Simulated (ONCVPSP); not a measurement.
## chlorine (Cl), ONCV: configuration errors across variants

Cl, optimised norm-conserving Vanderbilt (ONCV), made with ONCVPSP 4.0.1 (PBE, scalar-relativistic). Core [Ne], reference 3s1.75 3p5.25. Waves: 3s: rc 1.35 bohr, ncon 3, nbas 7, qcut 3.8 1/bohr, 2 projectors, debl 0.9 Ha; 3p: rc 1.50 bohr, ncon 4, nbas 7, qcut 4.6 1/bohr, 2 projectors, debl 3.4 Ha. Local part: polynomial inside 0.95 bohr (lpopt 1, dvloc0 -1 Ha). Core correction: none.

All-electron excitation energies from the reference (eV): (1) 3s2 3p5 -3.028; (2) 3s2 3p4 10.847; (3) 3s2 3p3 36.294; (4) 3s1 3p5 23.557.

1 further variants failed, have other tests or too few solved ones, and are left out.

Errors AE − PS in meV (a dash: test not solved or not reliable):

| change | (1) | (2) | (3) | (4) | bound ghosts | GHOST(+) flags above zero |
| --- | --- | --- | --- | --- | --- | --- |
| base | -0.9 | +1.4 | +16 | +2.2 | none | s |
| s: nbas 6 | -0.5 | +1.3 | +14 | +0.4 | none | s |
| s: debl 5.75 | -0.9 | +1.4 | +16 | +2.2 | none | s |

Task: Give the same row for: all radii scaled by about 0.88 (s 1.18, p 1.32 bohr); local potential polynomial inside 0.84 bohr (lpopt 1, dvloc0 -1 Ha).

Result: -0.7, +0.3, +11, +3.2; bound ghosts: none; GHOST(+) flags above zero: s.
